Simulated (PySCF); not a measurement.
C₂H₆N, SMILES CN[CH2], multiplicity 2. Atoms are numbered in the order given.

```xyz
9

C      1.1986    -0.3625    -0.2527
N      0.1626     0.4002     0.2565
C     -1.2004    -0.0194    -0.0041
H      1.0392    -0.8049    -1.2290
H      2.2025    -0.0849     0.0420
H      0.3152     0.7427     1.1925
H     -1.4457    -0.9826     0.4633
H     -1.3428    -0.1192    -1.0831
H     -1.8957     0.7393     0.3598
```
Charge 0, spin multiplicity 2.

The structure is a stationary point at ωB97X-D3(BJ)/def2-TZVP. The isomer is the one that the SMILES or the coordinates give; other isomers of the formula were not compared.

All values below come from TDA-M06-2X/def2-SVPD (PySCF).

Vertical excitations. Gas-phase values at a fixed geometry.

```csv
state,energy (eV),λ (nm),f,main pairs
root 1,3.73,332,0.007,"α HOMO→LUMO 79 %, α HOMO→LUMO+1 16 %"
root 2,4.77,260,0.019,"α HOMO→LUMO+2 79 %, α HOMO→LUMO+1 16 %"
root 3,4.90,253,0.002,"α HOMO→LUMO+1 64 %, α HOMO→LUMO 17 %, α HOMO→LUMO+2 14 %"
root 4,5.60,222,0.109,β HOMO→LUMO 79 %
root 5,5.85,212,0.011,α HOMO→LUMO+3 76 %
root 6,6.39,194,0.017,"α HOMO→LUMO+4 65 %, α HOMO→LUMO+6 23 %"
root 7,6.73,184,0.002,α HOMO→LUMO+5 68 %
root 8,6.91,179,0.031,α HOMO→LUMO+7 80 %
root 9,6.99,177,0.025,"α HOMO→LUMO+6 60 %, α HOMO→LUMO+4 17 %"
root 10,7.28,170,0.008,β HOMO→LUMO+1 79 %
```
Unrestricted roots are not spin-pure.
